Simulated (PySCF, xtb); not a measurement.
BiF2, SMILES [F][Bi][F], multiplicity 2.

Harmonic wavenumbers (cm⁻¹) from GFN2-xTB in xtb at its own minimum, in rising order: 136, 398, 416.

**Question.** What does PBE-D3(BJ)/def2-TZVP (PySCF) give at its own minimum? (The exact figures need the calculation; the answer reports its results.)

**Answer.** 159, 533, 549. Paired by order, the mean absolute difference is 97 cm⁻¹ and the zero-point energies are 1.4 and 1.8 kcal/mol.
